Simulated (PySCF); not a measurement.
H4O3Si.
Structure used (PBE0-D3(BJ)/def2-SVP), in Å, numbered top down from 1:
```
atom  x, y, z in Å
O1     0.866   -0.495   -1.363
Si2    0.203   -0.044    0.078
O3    -1.147    0.912   -0.063
O4    -0.336   -1.390    0.869
H5     0.391   -1.180   -1.845
H6     1.290    0.675    0.778
H7    -1.016    1.806   -0.392
H8    -1.177   -1.284    1.323
```

Computed, not measured: PySCF, PBE0-D3(BJ)/def2-SVP geometry optimisation, gas phase.

Take the most abundant isotopes and a rigid rotor. The values belong to one conformer with, in the numbering `[OH:1][SiH:2]([OH:3])[OH:4]`, H–O1–Si2–O3 -75°, O1–Si2–O3–H -69°, O1–Si2–O4–H -140°.

Question: What are A, B and C (MHz)?

Answer: Ia = 70.53, Ib = 78.68, Ic = 128.55 u·Å²; 505379 MHz·u·Å²/I gives A = 7166, B = 6423, C = 3931 MHz.

Question: Classify the top.

Answer: An asymmetric top. Ray's parameter κ = (2B − A − C)/(A − C) = 0.541; −1 is the prolate and +1 the oblate limit.

Question: What does the inertial defect say?

Answer: Not planar: Δ = Ic − Ia − Ib = -20.65 u·Å². For a rigid frame Δ = −2 Σ m c², so Σ m c² = 10.33 u·Å² lies off the ab plane: 4.78 from hydrogen and 5.55 from heavier atoms. The atom farthest from that plane is 1.82 Å away.

Question: Predict some low-J microwave lines.

Answer: The dipole components are |μa| = 1.14 D, |μb| = 1.01 D, |μc| = 0.82 D. Intensities carry the squares of the components, which stand as 1.00 : 0.78 : 0.51 (a : b : c). Some lines, for components of 0.1 D or more:

```tsv
type	branch	J(Ka,Kc)	MHz	lower level (cm⁻¹)
c	Q	1(1,1) ← 1(0,1)	742	0.345
a	Q	3(3,0) ← 3(3,1)	1235	2.701
c	Q	4(3,2) ← 4(2,2)	1871	4.092
b	Q	3(2,1) ← 3(1,2)	7143	2.315
c	Q	4(4,1) ← 4(3,1)	7304	4.328
b	Q	4(4,0) ← 4(3,1)	8006	4.328
b	Q	4(4,1) ← 4(3,2)	12512	4.155
a	R	2(1,2) ← 1(1,1)	18217	0.370
a	R	2(0,2) ← 1(0,1)	18817	0.345
a	Q	4(1,3) ← 4(1,4)	19712	3.001
b	Q	4(2,3) ← 4(1,4)	19832	3.001
a	R	3(0,3) ← 2(0,2)	26494	0.973
c	R	2(2,0) ← 1(1,0)	27321	0.453
c	R	2(2,1) ← 1(1,1)	27920	0.370
b	R	2(2,0) ← 1(1,1)	29813	0.370
a	R	3(1,2) ← 2(1,1)	32610	1.227
b	R	3(2,2) ← 2(1,1)	33291	1.227
a	R	4(1,4) ← 3(1,3)	34284	1.857
b	R	4(1,3) ← 3(2,2)	39598	2.338
a	R	4(1,3) ← 3(1,2)	40279	2.315
c	R	3(3,1) ← 2(2,1)	41963	1.301
a	R	4(2,2) ← 3(2,1)	46135	2.553
a	R	4(3,1) ← 3(3,0)	47541	2.742
b	R	4(3,2) ← 3(2,1)	48006	2.553
c	R	4(3,1) ← 3(2,1)	53214	2.553
c	R	4(2,2) ← 3(1,2)	53278	2.315
b	R	4(3,1) ← 3(2,2)	59675	2.338
```

Stationary, but not proved a minimum. Constants of a rigid frame at the computed geometry: no zero-point averaging, no centrifugal distortion.
